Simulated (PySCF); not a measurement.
Species: allyl(phenyl)phosphinic acid, C₉H₁₁O₂P.
Atom-mapped SMILES: `[CH2:1]=[CH:2][CH2:3][P@:4](=[O:5])([OH:6])[c:7]1[cH:8][cH:9][cH:10][cH:11][cH:12]1` (hydrogens: H13, H14 on C1; H15 on C2; H16, H17 on C3; H18 on O6; H19 on C8; H20 on C9; H21 on C10; H22 on C11; H23 on C12)

Cartesian coordinates in Å at the PBE0-D3(BJ)/def2-SVP level; atoms count from 1:
```xyz
23
C9H11O2P angstrom
C      1.741    1.778    1.721
C      2.041    0.480    1.661
C      2.272   -0.280    0.396
P      0.943   -1.493    0.134
O      0.742   -2.469    1.242
O      1.430   -2.119   -1.294
C     -0.556   -0.561   -0.258
C     -0.692    0.149   -1.457
C     -1.855    0.872   -1.706
C     -2.884    0.886   -0.764
C     -2.754    0.171    0.426
C     -1.593   -0.556    0.681
H      1.558    2.272    2.678
H      1.666    2.392    0.818
H      2.088   -0.111    2.583
H      3.200   -0.875    0.441
H      2.329    0.381   -0.482
H      0.957   -2.942   -1.478
H      0.111    0.123   -2.199
H     -1.963    1.425   -2.642
H     -3.796    1.455   -0.962
H     -3.564    0.177    1.159
H     -1.472   -1.133    1.600
```

The closed-shell ground state was solved at several levels (PySCF, density fitting, gas phase, non-relativistic).

```json
{"level": "PBE0/pcSseg-1", "basis functions": "266", "total energy (Eh)": "-840.6378", "HOMO (eV)": "-7.38", "LUMO (eV)": "-1.04", "gap (eV)": "6.34", "dipole (D)": "3.31"}
{"level": "CAM-B3LYP/def2-SVPD", "basis functions": "338", "total energy (Eh)": "-840.7289", "HOMO (eV)": "-8.76", "LUMO (eV)": "-0.04", "gap (eV)": "8.72", "dipole (D)": "3.57"}
```

Task: Estimate the row for wB97X-D/pcSseg-1, a basis of 266 functions; the other rows only guide the guess.

Result: Total energy -841.1681 Eh, HOMO -9.23 eV, LUMO 0.67 eV, gap 9.90 eV, dipole 3.35 D.

Task: Over all these levels, which gives the widest orbital gap and which the narrowest?

Result: wB97X-D/pcSseg-1 (range-separated hybrid) has the widest, 9.90 eV, and PBE0/pcSseg-1 (global hybrid, 25 % exact exchange) the narrowest, 6.34 eV. The two share the basis. From the narrowest to the widest the HOMO moves by -1.85 eV and the LUMO by +1.71 eV.

Task: How far do the dipole and the HOMO energy spread over the levels?

Result: The dipole runs from 3.31 to 3.57 D (mean 3.41 D) and the HOMO from -9.23 to -7.38 eV.

One conformer stands for the species.

Note: wB97X-D ran without an empirical dispersion term, which enters the total energy and its gradient alone.
